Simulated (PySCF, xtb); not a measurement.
ScCl2, SMILES [Sc+]([Cl])[Cl], charge +1.

Harmonic wavenumbers (cm⁻¹) from GFN2-xTB (xtb) at its own minimum, in rising order: 32, 300, 393.

### Question
What does B3LYP-D3(BJ)/def2-TZVP run with PySCF give at its own minimum? (The exact figures need the calculation; the answer reports its results.)

### Answer
107, 476, 529. Paired by order, the mean absolute difference is 129 cm⁻¹ and the zero-point energies are 1.0 and 1.6 kcal/mol.
